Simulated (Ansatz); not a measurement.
`FC1CO1` + `[OH][GeH3]` → `[GeH3][O]C1CO1` + H–F  (substitution at a C–F bond)

Calculated with Ansatz (gas phase, PBE0-D4/def2-TZVP geometries, no zero-point term in ΔE). CCSD(T)/CBS adds triple-zeta CCSD(T) − MP2 to the extrapolated MP2 energy (def2 sets, frozen cores). This one scheme is used for every species. Functionals use def2-TZVPP. For Ge outer-core shells are correlated without core-valence functions, which leaves a few kJ/mol of doubt a bond. Scalar relativity is left out up to krypton. Each species was taken in one conformer, which may not be the lowest.

```
             level  ΔE (eV)
            B2PLYP     0.04
    MP2/def2-TZVPP    -0.10
SCS-MP2/def2-TZVPP    -0.04
   CCSD/def2-TZVPP    -0.02
CCSD(T)/def2-TZVPP    -0.04
    MP2/def2-QZVPP    -0.11
      HF/CBS(def2)     0.12
     MP2/CBS(def2)    -0.12
```

(1) What does CCSD(T)/CBS give? (Best estimate.)

Largest T1 diagnostic among the species: 0.012.

Answers

(1) Ansatz gave: -0.07 eV. The listed levels differ from it by 0.11, -0.03, 0.03, 0.05, 0.03, -0.04, 0.19, -0.05 eV.

The D4 term adds −0.09 eV with B3LYP and −0.05 eV with PBE0; it sums over pairs of atoms, weighted by their polarisabilities, and B3LYP, whose exchange is more repulsive, gets the larger term. In def2-TZVPP, CCSD(T) changes the Hartree–Fock value by −0.17 eV (the triples alone add −0.02 eV) and MP2 by −0.22 eV.

B3LYP here is the variant with VWN-RPA as its local correlation; programs differ in this.
